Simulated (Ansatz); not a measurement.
## Abstraction of H: C2H6Te + SiH2(CH2)Cl → C2H5Te + SiH2(CH3)Cl

Species: C2H6Te `CC[TeH]`, singlet; SiH2(CH2)Cl, doublet; C2H5Te `CC[Te]`, doublet; SiH2(CH3)Cl ((chlorosilyl)methane), singlet. A radical takes H: the energy is the difference in strength between the Te–H bond broken and the C–H bond made.

Shapes, held fixed at every level: PBE0-D4/def2-TZVP. Flexible molecules stand in one conformer, not always the lowest. Programs: Ansatz 0.2.0. The zero-point and thermal change to 298 K, harmonic and unscaled (PBE0-D4/def2-TZVP), is +13.4 kJ/mol.

Problem. Estimate ΔH(298 K) of this reaction.

Solution. The highest level, CCSD(T)/def2-TZVPP, gives ΔH(298 K) = -133.0 kJ/mol; the levels span -152.5 to -127.5. The column of differences is taken from that level and isn't an error. No measured value is set beside it here. Open shells run unrestricted unless RO is named. For atoms past krypton def2 sets carry core potentials with scalar relativity. Correlated rows may include outer-core shells of Te, which these sets cover unevenly.

| level | kind | ΔH(298 K) (kJ/mol) | less CCSD(T)/def2-TZVPP |
| --- | --- | --- | --- |
| HF/def2-SVP | Hartree–Fock | -129.5 | +3.5 |
| r2SCAN0-D4/def2-TZVPP | global hybrid | -127.5 | +5.5 |
| wB97M-V/def2-TZVPP | range-separated hybrid | -142.2 | -9.2 |
| wB97X-V/def2-TZVPP | range-separated hybrid | -136.1 | -3.1 |
| MP2/def2-SVP | perturbation theory | -152.5 | -19.5 |
| MP2/def2-TZVPP | perturbation theory | -141.2 | -8.2 |
| CCSD(T)/def2-SVP | coupled cluster or CI | -143.5 | -10.5 |
| CCSD(T)/def2-TZVPP | coupled cluster or CI | -133.0 | 0.0 |
